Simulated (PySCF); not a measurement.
## A small calculation by hand: dipole moment from atomic charges

Ge(H)2(Cl)(Me) (CH5ClGe), SMILES [CH3][GeH2][Cl]. Atoms are numbered in the order given.

```xyz
8

Ge    -0.4426    -0.3734     0.0000
C      1.0667    -1.6135     0.0000
Cl     0.3711     1.6584     0.0000
H     -1.3076    -0.5049    -1.2685
H     -1.3076    -0.5049     1.2685
H      1.6845    -1.4504     0.8947
H      0.7000    -2.6518     0.0000
H      1.6845    -1.4504    -0.8947
```

Geometry optimised at B3LYP-D3(BJ)/def2-SVP.

Charges (e) from PySCF with ωB97X/def2-TZVPD:

| atom | IAO | ESP fit |
|---|---|---|
| Ge1 | 0.762 | 0.429 |
| C2 | -0.683 | -0.555 |
| Cl3 | -0.359 | -0.256 |
| H4 | -0.101 | -0.057 |
| H5 | -0.101 | -0.057 |
| H6 | 0.162 | 0.165 |
| H7 | 0.158 | 0.165 |
| H8 | 0.162 | 0.165 |

The dipole moment of the full density is 2.58 D.

Problem. What dipole moment does each set of point charges give, and which comes closer to that of the density?

Solution. 
μ = Σ q r, and 1 e Å = 4.8032 D.
IAO: Σ q r = (-0.279, -0.565, 0.000) e Å, |μ| = 3.02 D.
ESP fit: Σ q r = (-0.056, -0.548, 0.000) e Å, |μ| = 2.65 D.
ESP fit comes closer in size. Point charges leave out the atoms' own dipoles (lone pairs, polarised bonds); fits to the potential absorb them, partitions of the density don't.
